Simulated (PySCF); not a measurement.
**Shieldings and the share of exact exchange**

Molecule: `FC(F)[SiH](P)P`, CH6F2P2Si.

Geometry:
```tsv
atom	x (Å)	y (Å)	z (Å)
F1	2.468	-0.338	0.988
C2	1.660	0.553	0.361
F3	1.136	1.384	1.306
Si4	0.216	-0.363	-0.532
P5	-1.106	1.268	-1.380
P6	-0.623	-1.801	0.999
H7	2.286	1.167	-0.313
H8	0.797	-1.131	-1.673
H9	-1.741	1.525	-0.127
H10	-2.109	0.345	-1.812
H11	-1.883	-1.906	0.332
H12	-1.058	-0.731	1.842
```

GIAO shieldings (ppm, equivalent atoms averaged) in PySCF 2.14 on the PBE0-D3(BJ)/def2-SVP geometry, basis pcSseg-1, gas phase, non-relativistic:

```tsv
functional	exact exchange (%)	σ(F1/F3)	σ(C2)	σ(Si4)
BLYP	0	295.9	44.9	335.3
BP86	0	298.1	50.9	349.0
PBE	0	296.1	51.2	351.5
B3LYP	20	315.1	53.3	348.2
PBE0	25	319.6	61.1	366.5
BHandHLYP	50	337.9	64.5	367.8
HF	100	367.6	82.8	403.8
```

(1) Fit each shielding as a line in the percentage of exact exchange.

(2) What does the line predict for mPW1PW91 (25 %), and what does the run give?

## Answers

(1) σ(F1/F3) = 298.6 + 0.72 x (rms 2.6 ppm); σ(C2) = 49.0 + 0.34 x (rms 2.6 ppm); σ(Si4) = 344.3 + 0.57 x (rms 6.6 ppm). The functionals also differ in their semilocal parts, which the line can't hold; Hartree–Fock has no correlation at all.

(2) σ(F1/F3): 316.6 predicted, 320.5 computed; σ(C2): 57.5 predicted, 60.4 computed; σ(Si4): 358.6 predicted, 364.1 computed ppm.
